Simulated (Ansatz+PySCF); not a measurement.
Results of a calculation; reference values are marked as such.
## PySCF 2.14.0 run

```python
from pyscf import gto, dft

mol = gto.M(atom="""
Be 0.000000 0.000000 -0.475490
H 0.000000 0.000000 1.901950
""", basis='6-31g', charge=0, spin=1)
mf = dft.UKS(mol, xc='pbe0')
mf.kernel()
print(mf.converged, mf.e_tot, mf.spin_square()[0])
```

The script is written out from the run's settings.

Output:

* Converged: yes
* Total energy: -15.14793 hartree
* Spin squared of the determinant: 0.840

Caution: charge can spread falsely over distant fragments.
